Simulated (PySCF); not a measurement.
C10H14S.
Numbering: `[CH3:1][C:2]([CH3:3])([CH3:4])[S:5][c:6]1[cH:7][cH:8][cH:9][cH:10][cH:11]1` (hydrogens: H12, H13, H14 on C1; H15, H16, H17 on C3; H18, H19, H20 on C4; H21 on C7; H22 on C8; H23 on C9; H24 on C10; H25 on C11)

Cartesian coordinates in Å at the PBE0-D3(BJ)/def2-SVP level; atoms count from 1:
```xyz
25
C10H14S angstrom
C     -1.7699    1.0854   -0.3484
C     -1.6880   -0.3026    0.2716
C     -1.3757   -1.3526   -0.7856
C     -2.9827   -0.6441    1.0045
S     -0.4066   -0.3344    1.6225
C      1.0946    0.0450    0.7526
C      1.8862   -0.9823    0.2238
C      3.0778   -0.6838   -0.4341
C      3.4946    0.6410   -0.5606
C      2.7197    1.6676   -0.0220
C      1.5273    1.3718    0.6357
H     -0.8264    1.3589   -0.8440
H     -2.5676    1.1096   -1.1099
H     -1.9949    1.8466    0.4131
H     -1.2994   -2.3546   -0.3381
H     -0.4308   -1.1316   -1.3040
H     -2.1773   -1.3707   -1.5432
H     -3.1992    0.0905    1.7950
H     -3.8239   -0.6396    0.2929
H     -2.9283   -1.6422    1.4649
H      1.5580   -2.0173    0.3398
H      3.6878   -1.4919   -0.8452
H      4.4308    0.8735   -1.0738
H      3.0480    2.7062   -0.1094
H      0.9187    2.1674    1.0709
```

The closed-shell ground state was solved at several levels (PySCF, density fitting, gas phase, non-relativistic).

| level | basis functions | HOMO (eV) | LUMO (eV) | gap (eV) | dipole (D) |
| --- | --- | --- | --- | --- | --- |
| CAM-B3LYP/def2-SVPD | 339 | -7.81 | 0.32 | 8.13 | 1.83 |
| wB97X-D/pcSseg-1 | 264 | -8.38 | 1.00 | 9.38 | 1.93 |

Estimate the row for PBE0/pcSseg-1, a basis of 264 functions; the other rows only guide the guess.

HOMO -6.49 eV, LUMO -0.71 eV, gap 5.78 eV, dipole 1.89 D.

Over all these levels, which gives the widest orbital gap and which the narrowest?

wB97X-D/pcSseg-1 (range-separated hybrid) has the widest, 9.38 eV, and PBE0/pcSseg-1 (global hybrid, 25 % exact exchange) the narrowest, 5.78 eV. The two share the basis. From the narrowest to the widest the HOMO moves by -1.89 eV and the LUMO by +1.71 eV.

How far do the dipole and the HOMO energy spread over the levels?

The dipole runs from 1.83 to 1.93 D (mean 1.88 D) and the HOMO from -8.38 to -6.49 eV.

One conformer stands for the species.
